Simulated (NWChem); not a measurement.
System: C4H8S2; SMILES C1CSCSC1

The following NWChem deck was run.

```
start job
memory heap 200 mb stack 900 mb global 1100 mb
geometry units angstroms
  C     -1.681037    -0.302692     0.000000
  C     -1.068322     0.258085     1.276409
  S      0.673550    -0.191059     1.528586
  C      1.348899     0.503296     0.000000
  S      0.673550    -0.191059    -1.528586
  C     -1.068322     0.258085    -1.276409
  H     -1.589046    -1.400978     0.000000
  H     -2.759387    -0.062410     0.000000
  H     -1.165207     1.357913     1.305368
  H     -1.590445    -0.134556     2.161925
  H      1.230830     1.599997     0.000000
  H      2.425520     0.279334     0.000000
  H     -1.590445    -0.134556    -2.161925
  H     -1.165207     1.357913    -1.305368
end
basis spherical
  * library def2-svp
end
dft
  xc xpbe96 cpbe96
  iterations 150
end
driver
  maxiter 120
end
task dft optimize
task dft freq
```

NWChem printed, in part:

```
             Northwest Computational Chemistry Package (NWChem) 7.3.0
             --------------------------------------------------------

 CS  symmetry detected

                             Geometry "geometry" -> ""
                             -------------------------

 Output coordinates in angstroms (scale by  1.889725989 to convert to a.u.)

  No.       Tag          Charge          X              Y              Z
 ---- ---------------- ---------- -------------- -------------- --------------
    1 C                    6.0000    -1.69394768    -0.29419771     0.00000000
    2 C                    6.0000    -1.07304824     0.25750365    -1.27640900
    3 S                   16.0000     0.66202692    -0.21722005    -1.52858600
    4 C                    6.0000     1.34751892     0.46712331     0.00000000
    5 S                   16.0000     0.66202692    -0.21722005     1.52858600
    6 C                    6.0000    -1.07304824     0.25750365     1.27640900
    7 H                    1.0000    -1.61812582    -1.39371830     0.00000000
    8 H                    1.0000    -2.76864567    -0.03807586     0.00000000
    9 H                    1.0000    -1.15374088     1.35863808    -1.30536800
   10 H                    1.0000    -1.60089169    -0.12741280    -2.16192500
   11 H                    1.0000     1.24559857     1.56544276     0.00000000
   12 H                    1.0000     2.42072821     0.22734513     0.00000000
   13 H                    1.0000    -1.60089169    -0.12741280     2.16192500
   14 H                    1.0000    -1.15374088     1.35863808     1.30536800

 Effective nuclear repulsion energy (a.u.)     377.4583804923

      Symmetry information
      --------------------

 Group name             Cs
 Group number              2
 Group order               2
 No. of unique centers    10

                                Z-matrix (autoz)
                                --------

 Units are Angstrom for bonds and degrees for angles

[...]

      ----------------------
      Optimization converged
      ----------------------

  Step       Energy      Delta E   Gmax     Grms     Xrms     Xmax
  ---- ---------------- -------- -------- -------- -------- --------
@    5    -952.69926744 -2.6D-07  0.00006  0.00002  0.00031  0.00106
                                     ok       ok       ok       ok

                                Z-matrix (autoz)
                                --------

 Units are Angstrom for bonds and degrees for angles

[...]

 Rotational Constants
 --------------------
 A=   0.108042 cm-1  (  0.155445 K)
 B=   0.075947 cm-1  (  0.109268 K)
 C=   0.048923 cm-1  (  0.070388 K)

 Temperature                      =   298.15K
 frequency scaling parameter      =   1.0000

 Zero-Point correction to Energy  =   69.872 kcal/mol  (  0.111348 au)
 Thermal correction to Energy     =   73.942 kcal/mol  (  0.117834 au)
 Thermal correction to Enthalpy   =   74.534 kcal/mol  (  0.118778 au)

 Total Entropy                    =   80.040 cal/mol-K
   - Translational                =   40.244 cal/mol-K (mol. weight = 120.0067)
   - Rotational                   =   27.775 cal/mol-K (symmetry #  =        1)
   - Vibrational                  =   12.021 cal/mol-K

 Cv (constant volume heat capacity) =   24.835 cal/mol-K
   - Translational                  =    2.979 cal/mol-K
   - Rotational                     =    2.979 cal/mol-K
   - Vibrational                    =   18.876 cal/mol-K

[normal modes left out]

 ----------------------------------------------------------------------------
 Normal Eigenvalue ||           Projected Infra Red Intensities
  Mode   [cm**-1]  || [atomic units] [(debye/angs)**2] [(KM/mol)] [arbitrary]
 ------ ---------- || -------------- ----------------- ---------- -----------
    1       -0.000 ||    0.000667           0.015         0.650       1.082
    2       -0.000 ||    0.000276           0.006         0.269       0.448
    3       -0.000 ||    0.000052           0.001         0.051       0.085
    4       -0.000 ||    0.000328           0.008         0.320       0.532
    5        0.000 ||    0.000384           0.009         0.375       0.623
    6        0.000 ||    0.000013           0.000         0.013       0.021
    7      171.415 ||    0.000461           0.011         0.449       0.747
    8      203.275 ||    0.001700           0.039         1.657       2.756
    9      310.340 ||    0.001335           0.031         1.302       2.165
   10      312.904 ||    0.000090           0.002         0.088       0.146
   11      332.544 ||    0.001861           0.043         1.814       3.018
   12      455.936 ||    0.000159           0.004         0.155       0.258
   13      629.562 ||    0.001651           0.038         1.610       2.677
   14      657.290 ||    0.010196           0.235         9.940      16.531
   15      663.956 ||    0.000552           0.013         0.538       0.894
   16      708.818 ||    0.019705           0.455        19.209      31.947
   17      765.144 ||    0.000479           0.011         0.467       0.776
   18      792.076 ||    0.001491           0.034         1.454       2.418
   19      880.557 ||    0.004217           0.097         4.111       6.837
   20      901.162 ||    0.010930           0.252        10.656      17.722
   21      983.609 ||    0.002954           0.068         2.879       4.789
   22     1040.701 ||    0.000488           0.011         0.475       0.790
   23     1058.505 ||    0.000806           0.019         0.785       1.306
   24     1122.339 ||    0.000562           0.013         0.547       0.910
   25     1138.296 ||    0.015976           0.369        15.574      25.902
   26     1176.434 ||    0.001561           0.036         1.522       2.531
   27     1215.239 ||    0.010773           0.249        10.502      17.466
   28     1247.337 ||    0.011870           0.274        11.571      19.245
   29     1266.360 ||    0.000223           0.005         0.218       0.362
   30     1323.011 ||    0.000081           0.002         0.079       0.132
   31     1347.421 ||    0.006720           0.155         6.551      10.896
   32     1377.095 ||    0.005653           0.130         5.511       9.165
   33     1380.666 ||    0.013714           0.316        13.369      22.234
   34     1394.699 ||    0.008043           0.186         7.840      13.039
   35     2956.190 ||    0.027448           0.633        26.757      44.501
   36     2960.614 ||    0.007328           0.169         7.144      11.882
   37     2962.938 ||    0.047891           1.105        46.687      77.647
   38     2971.036 ||    0.014658           0.338        14.290      23.766
   39     3026.498 ||    0.011486           0.265        11.197      18.622
   40     3046.661 ||    0.004574           0.106         4.459       7.416
   41     3048.051 ||    0.009261           0.214         9.028      15.015
   42     3070.616 ||    0.000431           0.010         0.420       0.699
 ----------------------------------------------------------------------------
```

Level: PBE/def2-SVP.
